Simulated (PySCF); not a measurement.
A small calculation by hand: chemical shift, span and skew from a shielding tensor

C2H9FOSi2, SMILES [SiH2](F)C[C@H](O)[SiH3]. Atoms are numbered in the order given.

```xyz
15

O     -1.3357     0.1591    -2.1549
C     -0.5773    -0.3237    -1.0428
Si    -1.7262    -1.3623     0.0819
C      0.1791     0.8051    -0.3311
Si     1.4224     0.2904     0.9852
F      2.4483     1.5410     1.2046
H     -1.9516     0.8280    -1.8246
H      0.1613    -1.0148    -1.4853
H     -0.9749    -1.9282     1.2448
H     -2.8002    -0.4597     0.5971
H     -2.3425    -2.4695    -0.6979
H     -0.5338     1.5138     0.1310
H      0.7404     1.3822    -1.0889
H      0.7795     0.0086     2.2950
H      2.2161    -0.8836     0.5293
```

The structure is a stationary point at B3LYP-D3(BJ)/def2-SVP. The structure was generated by enumeration; whether it is a known compound was not checked. One conformer was computed; it need not be the lowest.

GIAO shieldings from B3LYP/pcSseg-1 in PySCF, non-relativistic, no solvent. The symmetric part of the tensor of C4 has the principal values 119.9, 152.8, 183.0 ppm. The same nucleus in TMS has σ = 181.3 ppm at this level (PySCF, at its B3LYP-D3(BJ)/def2-TZVP geometry).

### Question
Work out the isotropic shielding, the ¹³C shift against TMS, the span and the skew.

### Answer

σ(iso) = (σ11 + σ22 + σ33)/3 = 151.9 ppm. δ = σ(ref) − σ(iso) = 181.3 − (151.9) = 29.4 ppm.
Span Ω = σ33 − σ11 = 63.1 ppm. Skew κ = 3(σ(iso) − σ22)/Ω = -0.04. Tumbling in solution averages the tensor to δ; in a static solid the shielding alone would spread this spin-1/2 line over Ω.
